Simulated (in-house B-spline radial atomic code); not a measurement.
## BHandHLYP excitations of the chlorine ion Cl⁵⁺

Method: BHandHLYP. Computed with an all-electron radial atomic-structure program (B-spline basis): linear response of the closed shell [Ne] 3s2 with the functional's adiabatic kernel; scalar-relativistic (spin-free one-electron X2C), finite nucleus, no spin-orbit coupling, no double excitations, S, P, D and F terms only.

Command:
```bash
python run_td.py task.json out
```
Settings (radii: box in bohr, nucleus in fm):
```
Z                        17
electrons                12
configuration            [Ne] 3s2
hamiltonian              x2c
method                   bhandhlyp
box_radius               16.35
rms_radius               3.3654
intervals                72
```

Cost of the run: 0.7 s on 1 thread of Arm Neoverse N1, with other jobs on the host.

The lowest states, in the order of their Tamm-Dancoff energies; the method's threshold (minus the highest occupied level) is 92.79 eV. Labels give the largest channel, * marks a mixed state, and oscillator strengths are full-response dipole values. Semilocal kernels can invert the small singlet-triplet splittings of Rydberg terms. Energies in eV:

| state | full response | Tamm-Dancoff | oscillator strength |
| --- | --- | --- | --- |
| 3s → 3p 3P | 11.061 | 11.542 | - |
| 3s → 3p 1P | 18.466 | 19.094 | 1.27 |
| 3s → 3d 3D | 32.92 | 33.00 | - |
| 3s → 3d 1D | 36.11 | 36.14 | - |
| 3s → 4s 3S | 49.34 | 49.35 | - |
| 3s → 4s 1S | 51.01 | 51.05 | - |
| 3s → 4p 3P | 54.74 | 54.75 | - |
| 3s → 4p 1P | 55.49 | 55.53 | 0.147 |
| 3s → 4d 3D | ? | ? | - |
| 3s → 4d 1D | 62.28 | 62.29 | - |
| 3s → 4f 3F | 63.89 | 63.90 | - |
| 3s → 4f 1F | 64.53 | 64.53 | - |
| 3s → 5s 3S | 68.46 | 68.46 | - |
| 3s → 5s 1S | ? | ? | - |
| 3s → 5p 3P | 70.79 | 70.79 | - |
| 3s → 5p 1P | 71.06 | 71.07 | 0.0568 |
| 3s → 5d 3D | 73.94 | 73.94 | - |
| 3s → 5d 1D | 74.13 | 74.13 | - |

Q: Where does 3s → 5s 1S lie?

A: At 68.99 eV in full response, 69.00 eV in Tamm-Dancoff.

Q: Where does 3s → 4d 3D lie?

A: At 61.86 eV in full response, 61.86 eV in Tamm-Dancoff.

Q: How large is the singlet-triplet splitting of 3s → 3p (P terms) in Tamm-Dancoff?

A: 7.55 eV, from the unrounded values.

Q: What polarisabilities and dispersion coefficient does the method give?

A: Dipole 2.873 bohr³, quadrupole 3.09 bohr⁵, C6 4.484 hartree·bohr⁶ for two such species.
